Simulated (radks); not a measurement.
Task: Species: Gd3+. Configuration: [Xe] 4f(5/2: 6, 7/2: 1) (the NIST ground configuration). Method: Dirac Kohn-Sham, BLYP, spin-unpolarised, spherical densities, finite nucleus; Fermi nuclear charge, rms radius 5.1569 fm; computed with a radial shooting solver on a logarithmic mesh with Libxc functionals. Some entries of the table are withheld. Estimate them.

orbital  occ.  eigenvalue (eV)  <r^2> (bohr^2)  <r> (bohr)
1s1/2       2        -50072.92       0.0006549     0.02191
2s1/2       2        -8284.348         0.01022     0.09275
2p1/2       2        -7868.734        0.007416     0.07745
2p3/2       4        -7172.629        0.008650     0.08429
3s1/2       2        -1855.246         0.06817      0.2440
3p1/2       2        -1674.934         0.06349      0.2336
3p3/2       4        -1532.166         0.07057      0.2467
3d3/2       4        -1220.411             (1)      0.2187
3d5/2       6        -1189.300             (2)      0.2228
4s1/2       2              (3)          0.3453      0.5529
4p1/2       2        -322.9735          0.3633      0.5649
4p3/2       4        -291.1818          0.4021      0.5945
4d3/2       4        -175.4645          0.4612      0.6304
4d5/2       6        -169.7203          0.4765      0.6408
5s1/2       2         -74.3243           1.970       1.324
5p1/2       2         -54.7655             (4)       1.473
5p3/2       4         -50.2473             (5)       1.560
4f5/2       6         -33.7206          0.9315      0.8485
4f7/2       1         -32.9609          0.9579      0.8597

Result: 
(1) 3d3/2 <r^2> (bohr^2): 0.05633
(2) 3d5/2 <r^2> (bohr^2): 0.05831
(3) 4s1/2 eigenvalue (eV): -393.1747
(4) 5p1/2 <r^2> (bohr^2): 2.453
(5) 5p3/2 <r^2> (bohr^2): 2.749
